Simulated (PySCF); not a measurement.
How methods differ on the ionisation energy of Se+

Se+ [Ar] 3d10 4s2 4p3 (4S) → Se(2+) [Ar] 3d10 4s2 4p2 (3P), as a difference of total energies. Calculation: PySCF 2.14, in def2-SVP (5s4p3d, 32 functions); the non-relativistic Hamiltonian (point nucleus). Correlated levels: valence: [Ar] 3d10 frozen. The calculations carry no spin-orbit coupling.

| method | ionisation energy (eV) |
| --- | --- |
| UHF | 20.878 |
| M06-L | 21.125 |
| TPSS | 21.397 |
| MP2 (valence) | 21.239 |
| SCS-MP2 (valence) | 21.109 |
| CCSD (valence) | 21.179 |
| CCSD(T) (valence) | 21.184 |

Task: How much does correlation contribute at CCSD(T) (valence)?

Result: 21.184 − (20.878) = 0.306 eV, measured against UHF.

These non-relativistic numbers lack the scalar-relativistic shift.

The reference lies between the lowest fine-structure levels, while these numbers refer to the centres of the terms.

Errors of the correlated levels include the incompleteness of this basis and the frozen core.

For comparison: 21.196 ± 0.01 eV (measured; NIST Atomic Spectra Database, ionization energies).
